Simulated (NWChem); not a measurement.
Species: SiH2O2, singlet; SMILES O[Si]O

```xyz
5

Si     0.6261     0.0205     0.0000
O     -0.4115     1.3174     0.0000
H     -1.3550     1.1039     0.0000
O     -0.5185    -1.2095     0.0000
H     -0.1674    -2.1067     0.0000
```
Atoms are numbered in this order, from 1.

Results from NWChem. Low-valent species are run as closed-shell singlets; no triplet was tried in these runs. Geometry: optimised at PBE0/def2-SVP. GIAO values for the isolated, static molecule; σ is the absolute isotropic shielding, δ = σ(reference) − σ with the isolated reference molecule computed at the same levels (1H: tetramethylsilane, 17O: water, 29Si: tetramethylsilane).

For level PBE0/pcSseg-2:

| Property | Value |
|---|---|
| δ Si1 (ppm) | 88.0 |
| δ O2 (ppm) | 175.7 |
| δ H3 (ppm) | 4.73 |
| δ O4 (ppm) | 215.0 |
| δ H5 (ppm) | 4.83 |

### Question
What are these values for level LDA (Slater exchange, VWN5)/pcSseg-1?

### Answer
The δ Si1 (ppm) comes out as 102.8, the δ O2 (ppm) comes out as 206.6 and the δ H3 (ppm) is 5.54. The δ O4 (ppm) comes out as 244.5. The δ H5 (ppm) is 5.59.
